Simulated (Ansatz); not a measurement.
`[AlH2][NH][SiH2][GeH3]` + `[SiH3]N[SiH3]` → `[AlH2][N]([SiH3])[SiH3]` + `N[SiH2][GeH3]`  (ligand exchange at the Al–N bond)

Computed with Ansatz on PBE0-D4/def2-TZVP structures; ΔE is electronic, products minus reactants. CCSD(T)/CBS is the MP2 limit (def2-TZVPP, def2-QZVPP) plus CCSD(T) − MP2 in def2-TZVPP, frozen cores. This one scheme is used for every species. DFT in def2-TZVPP. For Ge outer-core shells are correlated without core-valence functions, which leaves a few kJ/mol of doubt a bond. Scalar relativity is left out up to krypton. Each species was taken in one conformer, which may not be the lowest.

```
                  species  r2SCAN0 energy (Eh)
 `[AlH2][NH][SiH2][GeH3]`          -2668.44178
          `[SiH3]N[SiH3]`           -637.92261
`[AlH2][N]([SiH3])[SiH3]`           -880.95033
          `N[SiH2][GeH3]`          -2425.41293
```

Task: Work out ΔE.

Result: ΔE = (-880.95033) + (-2425.41293) − (-2668.44178) − (-637.92261) = 0.00113 Eh = +0.7 kcal/mol. CCSD(T)/CBS gives +0.5 kcal/mol.

Largest T1 diagnostic among the species: 0.012.

In def2-TZVPP, CCSD(T) changes the Hartree–Fock value by −1.9 kcal/mol (the triples alone add −0.3 kcal/mol) and MP2 by −2.1 kcal/mol. Leaving LDA and LC-ωPBE aside and taking each functional with its dispersion term where it has one, the values, not all of them listed here, spread over 1.1 kcal/mol, from revPBE-D4 to B2PLYP. LDA lies −0.9 kcal/mol from PBE without D4. The D4 term adds −1.1 kcal/mol with B3LYP and −0.6 kcal/mol with PBE0; it sums over pairs of atoms, weighted by their polarisabilities, and B3LYP, whose exchange is more repulsive, gets the larger term.

B3LYP here is the variant with VWN-RPA as its local correlation; programs differ in this.
